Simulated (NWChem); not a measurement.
System: C3H5NOSi; SMILES [C@H]([SiH3])(C=O)C#N

Excerpt of the output:

```
             Northwest Computational Chemistry Package (NWChem) 7.3.0
             --------------------------------------------------------

                             Geometry "geometry" -> ""
                             -------------------------

 Output coordinates in angstroms (scale by  1.889725989 to convert to a.u.)

  No.       Tag          Charge          X              Y              Z
 ---- ---------------- ---------- -------------- -------------- --------------
    1 N                    7.0000     0.96785200    -2.51595300     0.11488700
    2 C                    6.0000     0.64421100    -1.43047900    -0.14483000
    3 C                    6.0000     0.22574600    -0.06342300    -0.41930600
    4 Si                  14.0000    -1.65013400     0.15505900     0.03654900
    5 C                    6.0000     1.04627300     0.97148100     0.34882200
    6 O                    8.0000     1.13644700     2.12326900    -0.00301300
    7 H                    1.0000     0.30539700     0.15921700    -1.49069900
    8 H                    1.0000    -2.41652600    -0.90308000    -0.66126900
    9 H                    1.0000    -1.79237400     0.02218900     1.50575500
   10 H                    1.0000    -2.06683600     1.50282800    -0.41264300
   11 H                    1.0000     1.52766700     0.59842600     1.27622200

 Effective nuclear repulsion energy (a.u.)     251.9894177683

                              NWChem Property Module
                              ----------------------

  itol2e modified to match energy
  convergence criterion.

                                 NWChem DFT Module
                                 -----------------

 Summary of "ao basis" -> "ao basis" (spherical)
 ------------------------------------------------------------------------------
       Tag                 Description            Shells   Functions and Types
 ---------------- ------------------------------  ------  ---------------------
 N                          pcsseg-1                 7       17   3s3p1d
 C                          pcsseg-1                 7       17   3s3p1d
 Si                         pcsseg-1                10       24   4s5p1d
 O                          pcsseg-1                 7       17   3s3p1d
 H                          pcsseg-1                 3        5   2s1p

  itol2e modified to match energy
  convergence criterion.

[...]

          -----------------------------------------
          Chemical Shielding Tensors (GIAO, in ppm)
          -----------------------------------------

                                NWChem CPHF Module
                                ------------------

  scftype          =     RHF
  nclosed          =       26
  nopen            =        0
  variables        =     2808
  # of vectors     =        3
  tolerance        = 0.10D-03
  level shift      = 0.00D+00
  max iterations   =       50
  max subspace     =       30

 SCF residual:    5.3775864704092650E-005

Iterative solution of linear equations
  No. of variables     2808
  No. of equations        3
  Maximum subspace       30
        Iterations       50
       Convergence  1.0D-04

   iter   nsub   residual    time
   ----  ------  --------  ---------
     1      3    1.06D+00      72.3
     2      6    1.87D-01      79.0
     3      9    8.33D-03      85.7
     4     12    7.34D-04      92.5
     5     15    3.75D-05      99.3

      Atom:    1  N
        Diamagnetic
    336.7652     -2.3883      0.5890
     -2.3883    343.2784     -1.2044
      0.5890     -1.2044    336.0918

        Paramagnetic
   -527.1666   -134.0746     39.5617
   -134.0746   -122.5540    -89.5619
     39.5617    -89.5619   -524.9739

        Total Shielding Tensor
   -190.4015   -136.4630     40.1507
   -136.4630    220.7244    -90.7663
     40.1507    -90.7663   -188.8821

           isotropic =     -52.8530
          anisotropy =     503.0148

          Principal Components and Axis System
                 1           2           3
              282.4902   -236.8177   -204.2316

      1        -0.2874      0.8996      0.3289
      2         0.9357      0.1903      0.2971
      3        -0.2047     -0.3931      0.8964

      Atom:    2  C
        Diamagnetic
    248.9394    -12.1539      2.3764
    -12.1539    284.1652     -7.7268
      2.3764     -7.7268    245.2229

        Paramagnetic
   -270.9416    -76.5473     17.4234
    -76.5473    -38.2572    -65.2912
     17.4234    -65.2912   -279.1367

        Total Shielding Tensor
    -22.0022    -88.7012     19.7997
    -88.7012    245.9081    -73.0180
     19.7997    -73.0180    -33.9138

           isotropic =      63.3307
          anisotropy =     340.3898

          Principal Components and Axis System
                 1           2           3
              290.2572    -52.6178    -47.6474

      1        -0.2794      0.3845      0.8798
      2         0.9329      0.3255      0.1540
      3        -0.2272      0.8638     -0.4497

      Atom:    3  C
        Diamagnetic
    253.5678     -1.3273      2.2129
     -1.3273    269.1747      1.6061
      2.2129      1.6061    246.9627

        Paramagnetic
   -105.6930     11.3532      7.1336
     11.3532   -112.0408     20.8503
      7.1336     20.8503    -96.1961

        Total Shielding Tensor
    147.8748     10.0258      9.3465
     10.0258    157.1339     22.4564
      9.3465     22.4564    150.7666

           isotropic =     151.9251
          anisotropy =      45.2810

          Principal Components and Axis System
                 1           2           3
              182.1125    142.4124    131.2505

      1         0.3715      0.9276     -0.0388
      2         0.6987     -0.3068     -0.6462
      3         0.6114     -0.2130      0.7622

      Atom:    4  Si
        Diamagnetic
    886.0002     -1.0163     -1.2475
     -1.0163    877.5090      0.2863
     -1.2475      0.2863    876.2177

[...]
```

Level: PBE0/pcSseg-1, GIAO. Coordinates come from a B3LYP/6-31G* (spherical d) optimisation. The printed shielding anisotropy is the first printed principal value minus the mean of the other two.

### Question
Write an input that gives this output.

### Answer
Several could match; the one computed here: the input that was run:
```
start job
memory heap 200 mb stack 900 mb global 1100 mb
geometry units angstroms noautosym nocenter noautoz
  N      0.967852    -2.515953     0.114887
  C      0.644211    -1.430479    -0.144830
  C      0.225746    -0.063423    -0.419306
  Si    -1.650134     0.155059     0.036549
  C      1.046273     0.971481     0.348822
  O      1.136447     2.123269    -0.003013
  H      0.305397     0.159217    -1.490699
  H     -2.416526    -0.903080    -0.661269
  H     -1.792374     0.022189     1.505755
  H     -2.066836     1.502828    -0.412643
  H      1.527667     0.598426     1.276222
end
basis spherical
  * library pcsseg-1
end
dft
  xc pbe0
  iterations 150
end
property
  shielding
end
task dft property
```
